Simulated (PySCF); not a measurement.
Cartesian coordinates (Å):
```xyz
3

Zn     0.0000     0.0000     0.0000
Br    -1.0952    -0.2022    -1.9395
Br     1.0952     0.2022     1.9395
```
Charge 0, multiplicity 1.

**Question.** Give the LUMO, charge on the central atom (Mulliken), charge on the central atom (meta-Löwdin), total energy and HOMO at the level TPSSh-D3(BJ)/def2-TZVP // BP86-D3(BJ)/def2-SVP (PySCF).

**Answer.** 
```json
{
 "LUMO": "-2.23 eV",
 "charge on the central atom (Mulliken)": "0.54 e",
 "charge on the central atom (meta-Löwdin)": "1.18 e",
 "total_energy": "-188510.95 eV",
 "HOMO": "-7.90 eV"
}
```
